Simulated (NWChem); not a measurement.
A series in which one site is exchanged, each optimised at PBE0/def2-SVP with NWChem, gas phase unless a solvent is named. For some, no frequency run checked for a minimum. def2 effective core potentials on Zr; no spin-orbit coupling.

A: [OH][ZrH3] (ZrH4O; site = Zr)
B: [OH][TiH3] (TiH4O; site = Ti)
C: [OH][GeH3] (GeH4O; site = Ge)
D: O[SiH3] (SiH4O; site = Si)

Question: Rank them by lowest singlet excitation, PBE/def2-SVPD, TDA (eV), lowest first.

Answer: B (3.36), A (3.98), C (6.07), D (6.39)
